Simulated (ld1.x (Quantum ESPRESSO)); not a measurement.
**Si: one change to a TM potential, before and after**

```json
{
 "Element": "silicon",
 "Generator": "ld1.x (Quantum ESPRESSO) 7.5",
 "Type": "norm-conserving Troullier–Martins (Kleinman–Bylander form)",
 "Functional": "PBE",
 "Relativity": "scalar-relativistic",
 "Frozen core": "[Ne]",
 "Valence charge": "4",
 "Reference configuration": "3s1.5 3p2.5",
 "Partial waves": "3s (bound): rc 1.90 bohr; 3d channel at 0.2 Ry: rc 1.60 bohr; 3p (bound): rc 1.90 bohr",
 "Local potential": "the p channel",
 "Core correction": "Bessel-smoothed model core inside 0.75 bohr"
}
```

Change: core correction none.

Cutoffs: the cutoffs (Ry, on a coarse ladder) from which the occupation-weighted sum of valence levels, in a spherical-Bessel basis at the reference potential, stays within 10 and 1 mRy of its value at 400 Ry; they do not see the model core or the augmentation charge, which bear on the density cutoff. Errors are all-electron minus pseudo energies relative to the spin-unpolarised reference configuration.

Predict the effect on cutoff, ghosts and configuration errors.

The potential gets neither clearly harder nor softer (12 Ry and 35 Ry → 12 Ry and 35 Ry); of the 7 tests that both files solve, the error grows in 2 and shrinks in 3 by more than 15 % and 0.3 meV (median size 1.0 → 0.9 meV); neither file shows a bound ghost.

| quantity | base | changed |
| --- | --- | --- |
| cutoff, loose | 12 Ry | 12 Ry |
| cutoff, tight | 35 Ry | 35 Ry |
| bound ghosts | none | none |
| error for 3s2 3p2, meV [ΔE -3.39 eV] | -0.5 | +0.9 |
| error for 3s2 3p1, meV [ΔE 4.35 eV] | -0.1 | -0.2 |
| error for 3s2 3p0, meV [ΔE 20.35 eV] | +9.9 | -0.2 |
| error for 3s1 3p2, meV [ΔE 11.78 eV] | +2.0 | +2.3 |
| error for 3s0 3p4, meV [ΔE 10.39 eV] | -6.7 | +5.0 |
| error for 3s2 3p2.3, meV [ΔE -4.32 eV] | -0.1 | +1.0 |
| error for 3s2 3p1.5, meV [ΔE -0.47 eV] | -1.0 | +0.5 |
| s: phases at 2.05 bohr within 0.05 rad from the reference energy up to (Ry; the scan ends near 5) | 4.3 | 4.3 |
| p: phases at 2.05 bohr within 0.05 rad from the reference energy up to (Ry; the scan ends near 5) | 4.8 | 4.8 |
| d: phases at 2.05 bohr within 0.05 rad from the reference energy up to (Ry; the scan ends near 5) | to the end of the scan | to the end of the scan |
